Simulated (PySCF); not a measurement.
Acid–base and redox partners of C=CC=C. Gas-phase values, no solvent. One relaxed conformer stands for each flexible species; it need not be the lowest. Strings in code marks are SMILES.

Quantity: electronic energy of isomers of C4H5 (charge -1) relative to `C=[C-]C=C` (C–C–C–C torsion 83°), in kJ/mol. Levels without diffuse functions put anions too high.

Case: `[H]/[C-]=C/C=C` (C–C–C–C torsion 180°) (not the most acidic site). Geometry of `C=C/C=[C-]/[H]` (charge -1, multiplicity 1, Å):

```xyz
9

C      2.0406     0.3739     0.4263
C      0.8444     0.2498    -0.2106
C     -0.3563    -0.1979     0.4651
C     -1.5889    -0.3585    -0.0571
H      2.7998     0.7306    -0.3019
H      0.6803     0.4755    -1.2815
H     -0.2033    -0.4221     1.5203
H     -2.4241    -0.7025     0.5432
H     -1.7924    -0.1489    -1.1038
```

### Question
Give the electronic energy of isomers of C4H5 (charge -1) relative to `C=[C-]C=C` (C–C–C–C torsion 83°) at the level B3LYP/3-21G // B3LYP-D3(BJ)/def2-TZVPD (PySCF).

### Answer
28.05 kJ/mol.
